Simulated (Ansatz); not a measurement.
Basis-set extrapolation for `OB1CN1` (PBE0-D4/def2-TZVP geometry, frozen core, Ansatz). Multiplicity 1, RHF reference.

```
                      def2-TZVPP   def2-QZVPP
                 HF  -194.295791  -194.305184
    MP2 correlation    -0.707251    -0.758395
CCSD(T) correlation    -0.755992      not run
```

Energies in hartree. Use E(X) = E(∞) + A·exp(−7.88·√X) for Hartree–Fock and E(X) = E(∞) + B·X^(−2.97) for correlation, with X = 3 and 4, and add CCSD(T) minus MP2 of the smaller set to the MP2 limit.

**Question.** What is the CCSD(T) energy at the basis-set limit?

**Answer.** HF limit: -194.305184 + (-0.009393) × 0.13774 = -194.30648. MP2 limit: -0.758395 + (-0.051144) × 0.74074 = -0.79628. Higher-order term: -0.755992 − (-0.707251) = -0.04874. Total: -195.15150 hartree, 261.8 kJ/mol below CCSD(T)/def2-TZVPP.
